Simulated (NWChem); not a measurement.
A series in which one site is exchanged, each optimised at PBE0/def2-SVP with NWChem, gas phase unless a solvent is named. For some, no frequency run checked for a minimum. def2 effective core potentials on Te, I; no spin-orbit coupling.

A: C[Te]Br (CH3BrTe; site = Br)
B: C[Te]F (CH₃FTe; site = F)
C: C[TeH] (CH$_{4}$Te; site = H)
D: [Te](I)C (CH3ITe; site = I)

Q: Rank them by static polarisability, PBE0/def2-SVPD (bohr³), lowest first.

A: B (54.0), C (56.9), A (77.6), D (92.3)
